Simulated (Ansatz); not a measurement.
Coupled-cluster diagnostics for the cluster Mg₂O₂, Ansatz.

Geometry of the singlet (PBE0-D4/def2-TZVP):

Cartesian coordinates in Å:
```
Mg -0.8096 -0.7141 -0.5077
Mg 0.8095 0.7142 0.5092
O -1.0407 0.8722 0.4304
O 1.0409 -0.8723 -0.4319
```

Correlated methods freeze 4 core orbitals; core or outer-core shells of Mg are correlated, in sets that lack core-valence functions. The structure comes from a short search, and lower isomers may exist.

Geometry of the charge 0 triplet (PBE0-D4/def2-TZVP):

```xyz
4

Mg    0.243   -0.690    1.199
Mg   -0.243    0.691   -1.199
O    -0.798    0.754    0.596
O     0.798   -0.754   -0.596
```

Geometry of the charge 0 quintet (PBE0-D4/def2-TZVP):

Cartesian coordinates in Å:
```
Mg 0.5107 0.9436 -1.2625
Mg -0.4306 -1.0228 1.2303
O 0.7220 -0.7022 -0.2813
O -0.8022 0.7815 0.3135
```

**Question.** Estimate the CCSD(T) correlation energy, the shares of MP2 and (T), T1 and the reference's ⟨S²⟩ for: charge 0, singlet, own geometry in def2-TZVPP; charge 0, triplet, own geometry in def2-TZVPP; charge 0, quintet, own geometry in def2-TZVPP; charge 1, doublet, vertical in def2-TZVPP; and the rough time on 4 threads of Arm Neoverse V2 on a shared host.

**Answer.** 
```
                          state       basis  correlation (eV)  MP2 share (%)  (T) share (%)     T1  ⟨S²⟩ (pure)  wall time                           remarks
charge 0, singlet, own geometry  def2-TZVPP           -24.992           97.6            3.2  0.019  0.00 (0.00)       13 s                                 –
charge 0, triplet, own geometry  def2-TZVPP           -24.130           94.0            3.6  0.048  2.07 (2.00)       85 s  flagged by the program, large T1
charge 0, quintet, own geometry  def2-TZVPP           -21.788           92.7            2.5  0.028  6.02 (6.00)       18 s                                 –
    charge 1, doublet, vertical  def2-TZVPP           -23.237           95.2            3.0  0.042  0.76 (0.75)       58 s                                 –
```
Customary marks for T1 are 0.02 (closed shells), 0.045 (open shells) and about 0.05 (3d metals). T1 exceeds 0.02 in 3 of 4 rows and 0.045 in 1; the higher it lies, the less the single-reference result can be trusted.
